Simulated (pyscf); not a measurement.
## Cl–CH₂–ZnH, singlet

Gas-phase minimum from PySCF at ωB97X-D3(BJ)/def2-SVP, one conformer. Cl–CH₂–ZnH lies 52.1 kcal/mol over its isomer H₃C–Zn–Cl (electronic energy, ωB97M-D3(BJ)/def2-TZVP). 

```xyz
6

Cl     0.8655     1.9155    -0.7302
C      0.1773     0.2374    -0.7253
Zn     0.1516    -0.2574     1.1669
H     -0.8072     0.2972    -1.2123
H      0.8286    -0.3749    -1.3663
H      0.1541    -0.5924     2.6696
```

Bond lengths (Å): Cl1–C2 1.814, C2–Zn3 1.956, C2–H4 1.100, C2–H5 1.100, Zn3–H6 1.540. Angles (°): Cl1–C2–Zn3 104.0, Cl1–C2–H4 106.7, Cl1–C2–H5 106.8, Zn3–C2–H4 115.5, Zn3–C2–H5 115.5, H4–C2–H5 107.6, C2–Zn3–H6 177.8.

Properties at ωB97X-D3(BJ)/def2-SVP:

```yaml
harmonic_wavenumbers_unscaled: 102, 417, 457, 572, 660, 728, 1105, 1155, 1426, 1897, 3113, 3184 cm⁻¹
zero_point_energy: 21.2 kcal/mol
rotational_symmetry_number: 1
Entropy of this conformer at 298 K and 1 atm, rigid rotor and harmonic oscillator, modes under 100 cm⁻¹ raised to 100: 301.0 J/(mol K)
dipole_moment: 1.99 D
```

Single-point totals, which compare only within one level (frozen core for MP2 and CC):

```csv
level,total energy (hartree)
ωB97X-D3(BJ)/def2-TZVP,-2279.50391
PBE/def2-TZVP,-2278.99836
r²SCAN/def2-TZVP,-2279.43912
B3LYP-D3(BJ)/def2-TZVP,-2279.58743
PBE0-D3(BJ)/def2-TZVP,-2279.06192
M06-2X/def2-TZVP,-2279.44280
ωB97M-D3(BJ)/def2-TZVP,-2279.59999
HF/def2-TZVPP,-2276.91209
MP2/def2-TZVPP,-2278.12446
CCSD/def2-TZVPP,-2278.07099
CCSD(T)/def2-TZVPP,-2278.10579
```

Soft torsions are taken as harmonic, which can shift the entropy by several J/(mol K). The CCSD(T) − MP2 part came from Ansatz, without density fitting, on the same reference. The frozen core leaves the outer d or s,p core shells of the metals and heavy elements correlated in the MP2 and CC values, and def2-TZVPP describes them poorly, so these totals are far from the basis limit. Elements up to Kr have no core potential and no relativistic terms here.
